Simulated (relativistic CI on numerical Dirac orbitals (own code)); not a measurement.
Level scheme of Ho IV

Method of calculation: Dirac-Coulomb-Breit CI, KLI orbitals optimised for each configuration, model QED (radiative potential, 1s self-energy scaled to tabulated hydrogen-like ionisation energies), valence Slater integrals scaled by 0.85 (own radial code, finite nucleus).

Configurations in the expansion (outside the closed core [Xe]): 4f¹⁰.

The lowest level is 4f¹⁰ ⁵I8, with 93 % of that term; Hund's rules for 4f¹⁰ give ⁵I with J = 8, in agreement.

```
No.  Configuration  Term   J  E (cm⁻¹)   %  Next component (%)  Lifetime (s)
  1           4f¹⁰    ⁵I   8       0.0  93                7 ³K              
  2           4f¹⁰    ⁵I   7    5061.8  97                3 ³K      1.74e-01
  3           4f¹⁰    ⁵I   6    8575.7  95                4 ³H      3.13e-01
  4           4f¹⁰    ⁵I   5   11137.8  91                7 ³H      7.03e-01
  5           4f¹⁰    ⁵I   4   13182.2  89               10 ³H      1.68e+00
  6           4f¹⁰    ⁵F   5   17190.0  75               21 ³G      9.80e-01
  7           4f¹⁰    ⁵S   2   19850.9  61               18 ³P              
  8           4f¹⁰    ³K   8   20004.7  73               10 ³L      5.03e-02
  9           4f¹⁰    ⁵F   4   20507.8  91                6 ³F      8.23e-01
 10           4f¹⁰    ⁵F   3   22483.0  89                6 ³D      1.66e+00
 11           4f¹⁰    ⁵F   2   22676.1  53               22 ⁵S      2.15e+00
 12           4f¹⁰    ⁵F   1   23960.4  75               23 ³D      9.70e-01
 13           4f¹⁰    ⁵G   6   24215.7  49               47 ³H      6.60e-02
 14           4f¹⁰    ³K   7   24799.0  85                9 ³L      6.41e-02
 15           4f¹⁰    ³G   5   25222.0  41               22 ⁵F      8.49e-02
 16           4f¹⁰    ³G   4   27643.5  47               35 ⁵G      1.27e-01
 17           4f¹⁰    ³L   9   27762.3  91                9 ³M      5.44e-01
 18           4f¹⁰    ⁵G   6   28245.0  40               39 ³H      6.14e-02
 19           4f¹⁰    ³K   6   28705.9  75               10 ³H      1.39e-01
 20           4f¹⁰    ⁵F   2   29368.7  33               17 ¹D      8.38e-02
 21           4f¹⁰    ⁵G   5   29448.0  68               26 ³H      5.98e-02
 22           4f¹⁰    ³H   4   30731.2  26               23 ³F      5.78e-02
 23           4f¹⁰    ⁵G   3   31334.9  61               15 ³F      3.38e-01
 24           4f¹⁰    ⁵G   2   32864.7  48               28 ³F              
 25           4f¹⁰    ³L   8   32991.2  69               15 ³K              
 26           4f¹⁰    ³M  10   33429.1  98                2 ¹N              
 27           4f¹⁰    ³P   1   33796.6  63               22 ³D              
 28           4f¹⁰    ³D   3   33971.3  65               14 ³G              
 29           4f¹⁰    ¹L   8   34817.7  62               18 ³M              
 30           4f¹⁰    ³F   3   35883.6  44               36 ³G              
 31           4f¹⁰    ⁵G   4   36243.6  37               31 ³G              
 32           4f¹⁰    ³P   0   36341.4  99                1 ⁵D              
 33           4f¹⁰    ³L   7   36699.6  83               10 ³K              
 34           4f¹⁰    ³H   5   36896.3  40               35 ³G              
 35           4f¹⁰    ³F   2   37151.9  34               25 ⁵G              
 36           4f¹⁰    ³F   4   37605.8  41               33 ³H              
 37           4f¹⁰    ³I   7   38104.8  89                6 ¹K              
 38           4f¹⁰    ³M   9   38467.1  91                9 ³L              
 39           4f¹⁰    ³P   2   38517.0  37               20 ¹D              
 40           4f¹⁰    ³I   5   39417.6  70               14 ¹H              
 41           4f¹⁰    ³I   6   39789.1  89                6 ³H              
 42           4f¹⁰    ³F   4   40426.2  77                6 ⁵F              
 43           4f¹⁰    ³D   1   40957.2  53               34 ³P              
 44           4f¹⁰    ³G   3   41905.2  37               36 ³F              
 45           4f¹⁰    ³M   8   44176.7  66               27 ¹L
```

Energies count from the lowest computed level; lifetimes are radiative, by E1, M1, E2, M2 decay to levels of this space only; some are left blank where a channel outside the calculation adds to the decay or the decay crosses a small, uncertain gap.

The mean weight of the leading LS term, summed over parents, in these 45 levels is 66 %, and that of the leading jj configuration (from the same eigenvectors) 57 %.

One configuration and one scale for all Slater integrals: terms of lower spin can come out thousands of cm⁻¹ low, and their order can be wrong.

Landé's interval rule says that E(J) − E(J−1) = AJ with one A. For the ground term the intervals give A = -408.9, -427.0, -502.0, -632.7 cm⁻¹ for J = 5, 6, 7, 8; the multiplet is inverted.

LS names give the leading component of a level, which can be under half, so a name can repeat, a term be missing and a line seem to break the LS rules.
